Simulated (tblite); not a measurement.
Species: C₁₃H₈S₂.
Bonds: S1–C2 (double), C2–C3, C3–C4 (aromatic), C4–C5 (aromatic), C5–C6 (aromatic), C6–C7 (aromatic), C7–C8, C8–C9 (aromatic), C9–C10 (aromatic), C10–C11 (aromatic), C11–S12 (aromatic), C7–C13 (aromatic), C6–C14, C14–C15 (double), C3–C13 (aromatic), C5–C15, C8–S12 (aromatic). Hydrogens: H16 on C2; H17 on C4; H18 on C9; H19 on C10; H20 on C11; H21 on C13; H22 on C14; H23 on C15.

Computed with GFN2-xTB (tblite), gas phase: L-BFGS steps from a force-field or distance-geometry start until the largest atomic force falls under 0.01 eV/Å.

Step 33: E = -1041.3573 eV
```
atom  x, y, z in Å  |  force x, y, z in eV/Å
S1     -4.2268   -2.2569   -1.2486   -0.215  -0.201   0.049
C2     -2.9116   -2.2941   -0.2922    0.101   0.184  -0.117
C3     -2.0801   -1.1226   -0.1446   -0.031   0.020   0.095
C4     -2.7340    0.1585   -0.1265   -0.048  -0.059   0.133
C5     -1.9300    1.2043    0.1095    0.038  -0.002  -0.054
C6     -0.5020    1.1093    0.1918   -0.057  -0.013  -0.089
C7      0.1619   -0.0847    0.0849   -0.040  -0.084  -0.018
C8      1.5988   -0.2805    0.0751   -0.022  -0.020  -0.084
C9      2.6089    0.6436    0.1388    0.004   0.030  -0.016
C10     3.8981    0.0842    0.0208    0.026  -0.088   0.042
C11     3.8709   -1.2660   -0.1314   -0.118  -0.073   0.033
S12     2.2708   -1.8765   -0.1331   -0.128  -0.072   0.003
C13    -0.7091   -1.2167   -0.0462   -0.083  -0.034   0.108
C14    -0.4728    2.5990    0.3557    0.059   0.017   0.062
C15    -1.8151    2.6895    0.3101    0.079  -0.087   0.033
H16    -2.6507   -3.2120    0.2323    0.129   0.091  -0.182
H17    -3.8043    0.2122   -0.2372   -0.031  -0.005   0.006
H18     2.4290    1.6947    0.2604    0.003   0.061   0.009
H19     4.8180    0.6409    0.0512   -0.073   0.101   0.003
H20     4.6730   -1.9722   -0.2349    0.038   0.153   0.000
H21    -0.2759   -2.2052   -0.1100    0.118   0.047   0.057
H22     0.3220    3.3058    0.4615    0.124   0.100   0.032
H23    -2.5437    3.4723    0.4230    0.125  -0.065  -0.105
```

Step 34: E = -1041.3788 eV
```
atom  x, y, z in Å  |  force x, y, z in eV/Å
S1     -4.2765   -2.2311   -1.1773   -0.039  -0.270   0.154
C2     -2.9027   -2.2973   -0.2982    0.024   0.208  -0.129
C3     -2.0790   -1.1254   -0.1399   -0.036   0.132   0.010
C4     -2.7313    0.1609   -0.1343   -0.034  -0.085   0.114
C5     -1.9232    1.2053    0.0956   -0.086  -0.026  -0.025
C6     -0.4941    1.1172    0.1872   -0.205  -0.144  -0.049
C7      0.1636   -0.0794    0.0898   -0.069  -0.154  -0.011
C8      1.5971   -0.2780    0.0794    0.010   0.017  -0.057
C9      2.6116    0.6401    0.1413    0.038   0.111  -0.010
C10     3.8999    0.0790    0.0224    0.002  -0.123   0.012
C11     3.8597   -1.2718   -0.1329   -0.055  -0.036   0.063
S12     2.2539   -1.8741   -0.1273    0.071  -0.151  -0.020
C13    -0.7066   -1.2149   -0.0341   -0.087  -0.034   0.064
C14    -0.4744    2.5995    0.3645   -0.025   0.116  -0.012
C15    -1.8164    2.6898    0.3043    0.013  -0.168   0.005
H16    -2.5877   -3.2329    0.1655    0.025   0.126  -0.224
H17    -3.8032    0.2200   -0.2607    0.098  -0.021   0.052
H18     2.4380    1.6915    0.2618   -0.019   0.101   0.015
H19     4.8232    0.6372    0.0477   -0.176   0.008   0.006
H20     4.6643   -1.9753   -0.2338    0.010   0.107  -0.011
H21    -0.2705   -2.2049   -0.0917    0.085   0.120   0.066
H22     0.3091    3.3117    0.4705    0.276   0.197   0.076
H23    -2.5596    3.4600    0.4105    0.178  -0.032  -0.089
```

**Question.** Estimate the geometry and energy of step 35. (The exact step hangs on the optimiser's Hessian estimate; all steps are aligned on step 34, rigid shifts and turns removed.)

**Answer.** E = -1041.3965 eV, largest force 0.370 eV/Å
```
atom  x, y, z in Å  |  force x, y, z in eV/Å
S1     -4.2998   -2.2336   -1.1378   -0.071  -0.235   0.104
C2     -2.8979   -2.2960   -0.3069    0.013   0.234  -0.079
C3     -2.0801   -1.1256   -0.1353   -0.029   0.177  -0.050
C4     -2.7293    0.1621   -0.1315   -0.022  -0.039   0.060
C5     -1.9163    1.2057    0.0870   -0.166  -0.044   0.016
C6     -0.4888    1.1194    0.1813   -0.229  -0.206   0.005
C7      0.1622   -0.0802    0.0912   -0.057  -0.144   0.001
C8      1.5935   -0.2772    0.0785    0.036   0.044  -0.023
C9      2.6098    0.6392    0.1417    0.037   0.131  -0.007
C10     3.8974    0.0759    0.0249   -0.060  -0.094  -0.014
C11     3.8471   -1.2745   -0.1331    0.041   0.000   0.081
S12     2.2394   -1.8746   -0.1255    0.222  -0.160  -0.034
C13    -0.7079   -1.2162   -0.0250   -0.048  -0.011   0.019
C14    -0.4694    2.5987    0.3719   -0.055   0.158  -0.090
C15    -1.8110    2.6874    0.3023   -0.028  -0.149  -0.023
H16    -2.5560   -3.2340    0.1206    0.051  -0.015  -0.160
H17    -3.8005    0.2284   -0.2663    0.123  -0.043   0.080
H18     2.4422    1.6916    0.2615   -0.045   0.098   0.017
H19     4.8200    0.6399    0.0474   -0.227  -0.080   0.008
H20     4.6585   -1.9688   -0.2316    0.000   0.026  -0.022
H21    -0.2658   -2.2047   -0.0788    0.036   0.133   0.065
H22     0.3100    3.3150    0.4753    0.299   0.193   0.102
H23    -2.5623    3.4493    0.3986    0.179   0.028  -0.057
```

The energy changes by -0.0177 eV. The first-order estimate −F·Δx gives -0.0241 eV and the mean of the old and new forces, exact on a quadratic surface, -0.0178 eV. The step makes an angle of 70° with the force vector and moves no atom by more than 0.055 Å.

What follows is the cost of the whole relaxation. Time: 1.5 s. Hardware: an Arm Neoverse V2 with one thread, shared host.
